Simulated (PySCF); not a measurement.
# One molecule, several mistakes: AlBGeH5 cation

These are calculations, not measurements. The program is PySCF 2.14.0, an open-source quantum chemistry code, run on an isolated molecule that a program drew, which may never have been made. The molecule is AlBGeH5 cation (charge +1, singlet), drawn as the SMILES string `[BH+][GeH2][AlH2]`.

Each row is a Hartree-Fock (HF) and frozen-core CCSD(T) single point in the cc-pV(D+d)Z basis, meant for a local HF minimum. Run 1 is clean. Each other run has one planted mistake out of seven kinds, and not every kind appears here: one electron removed, one electron added, multiplicity raised by two, geometry at a saddle point, minimal basis STO-3G, one bond length entered in bohr, all coordinates scaled. The reference is restricted for singlets and unrestricted otherwise, and also for a bond in bohr. Adding or removing an electron swaps singlet and doublet. Electrons count all cores. HOMO and LUMO are orbital energies over both spins, the gradient is its largest component, and the lowest frequency (negative if imaginary) is given only where the gradient is small. Bond lengths are over the 7 bonds as drawn. T1 is the CCSD diagnostic: over 0.02 (restricted) or 0.045 (unrestricted) a single reference is doubtful. Germanium has the cc-pVDZ-PP basis, with a core potential (ECP10MDF) in place of its 10 inner electrons, and its 3s, 3p and 3d shells are frozen in CCSD(T).

Geometry of the clean run:
```xyz
8
AlBGeH5 cation, angstrom
B    -1.6713   -1.8689    0.2251
Ge   -1.3601   -0.7067   -1.4966
Al    1.0793   -0.8230   -2.3173
H    -1.8332   -2.5286    1.1962
H    -1.8709    0.6274   -0.9437
H    -2.4454   -1.3379   -2.3740
H     1.3331    0.0329   -3.5947
H     2.0196   -1.7254   -1.4560
```

| run | electrons | basis functions | <S^2> | HOMO (eV) | LUMO (eV) | gradient (hartree/bohr) | lowest frequency (cm^-1) | mean bond (Å) | longest bond (Å) | T1 | HF (hartree) | CCSD(T) (hartree) | mistake |
|---|---|---|---|---|---|---|---|---|---|---|---|---|---|
| 1 | 54 | 85 | 0.000 | -14.88 | -4.78 | 2.1e-05 | 78 | 1.7209 | 2.576 | 0.0217 | -562.55789 | -562.83053 | no fault |
| 2 | 53 | 85 | 0.769 | -21.00 | -13.10 | 7.0e-02 | - | 1.7209 | 2.576 | 0.0212 | -562.04504 | -562.29264 | one electron removed |
| 3 | 55 | 85 | 0.768 | -7.28 | 0.42 | 2.6e-02 | - | 1.7209 | 2.576 | 0.0154 | -562.77691 | -563.06028 | ? |
| 4 | 54 | 85 | 0.729 | -15.03 | -4.99 | 2.7e-02 | - | 1.8715 | 2.576 | 0.0722 | -562.43315 | -562.70748 | ? |

**Which mistake was planted in run 3, and what did it cost?**

It counts 55 electrons, one more than the clean run, at the same geometry and basis. So the mistake is: one electron added. Subtracting run 1 and multiplying by 627.51 kcal/mol a hartree, the energy moved by -137.4 kcal/mol in HF and -144.2 kcal/mol in CCSD(T).

**Which mistake was planted in run 4, and what did it cost?**

The mean bond changes by a factor of 1.088 and the longest by 1.000, so the molecule wasn't scaled as a whole. A length L in bohr read as angstrom grows by (1/0.5292 - 1) L = 0.890 L. The 7 bonds together grew by 7 x 0.1506 = 1.054 Å, which gives L = 1.185 Å. That is bond B1-H4, 1.185 Å in the clean geometry. So the mistake is: one bond length entered in bohr. Subtracting run 1 and multiplying by 627.51 kcal/mol a hartree, the energy moved by 78.3 kcal/mol in HF and 77.2 kcal/mol in CCSD(T).

Cautions from the logs. Run 1: T1 is over the limit, so its CCSD(T) energy is less reliable; run 4: T1 is over the limit, so its CCSD(T) energy is less reliable.
